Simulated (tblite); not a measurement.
Run record: tight-binding relaxation, `N#Cc1ccc2n[se]nc2c1`.

Computed with GFN2-xTB geometry optimisation, gas phase (tblite 0.8.0). Start geometry: from a force field or distance geometry. A driver script takes a list of jobs; this job's settings line and coordinates (Å) are shown.

Input:
```
{"job": {"kind": "relax", "xc": "GFN2-xTB", "basis": "xTB"}, "charge": 0, "multiplicity": 1}
N      3.803300    -0.705800     0.697900
C      2.684000    -0.434600     0.494200
C      1.321000    -0.119500     0.240500
C      0.930800     1.199200     0.048600
C     -0.386700     1.440000    -0.185400
C     -1.349600     0.408600    -0.271600
N     -2.646300     0.613200    -0.515900
Se    -3.553200    -0.931100    -0.531100
N     -1.906300    -1.809600    -0.172700
C     -0.985600    -0.874300    -0.089800
C      0.381600    -1.116500     0.161900
H      1.650800     1.991400     0.114100
H     -0.689500     2.471300    -0.324200
H      0.745000    -2.132700     0.311400
```

Output:
```
step      E/eV     max force
  0    -772.37685    4.058
  1    -772.55661    8.860
  2    -772.66263    4.982
  3    -772.89656    1.147
  4    -772.92977    0.402
  5    -772.94971    0.648
  6    -772.96797    0.422
  7    -772.97799    0.211
  8    -772.98067    0.107
  9    -772.98144    0.078
... (8 lines left out)
 18    -772.98351    0.029
 19    -772.98364    0.045
 20    -772.98379    0.046
 21    -772.98392    0.039
 22    -772.98402    0.034
 23    -772.98410    0.025
 24    -772.98416    0.021
 25    -772.98421    0.015
 26    -772.98423    0.011
 27    -772.98425    0.009
```

«max force» is the largest atomic force in eV/Å.

Problem. From which step on does the largest force stay under 0.1 eV/Å, and how much energy is left to gain from there?

Solution. From step 9 (0.078 eV/Å), 2.8 meV above the end.

In short: energy lowered by 14.0 kcal/mol over 27 steps; largest atomic force 0.009 eV/Å at the end.

Problem. Where do the atoms end?

Solution. 0.068 Å rms from the input after alignment:
```
atom  x, y, z in Å
N1     3.7782   -0.6371    0.6937
C2     2.6695   -0.4304    0.4904
C3     1.3030   -0.1647    0.2366
C4     0.9003    1.1884    0.0522
C5    -0.3987    1.5097   -0.1978
C6    -1.3540    0.4729   -0.2727
N7    -2.6512    0.6292   -0.5093
Se8   -3.4219   -0.9397   -0.5086
N9    -1.9316   -1.7855   -0.1800
C10   -0.9441   -0.8996   -0.0852
C11    0.4043   -1.2037    0.1721
H12    1.6538    1.9593    0.1150
H13   -0.7163    2.5301   -0.3403
H14    0.7079   -2.2294    0.3116
```

The run took 0.23 s wall on an Arm Neoverse V1 with one thread, shared host with 32 logical CPUs at a one-minute load of 32.
Labels such as C1 count atoms from 1, the log's own numbers from 0.
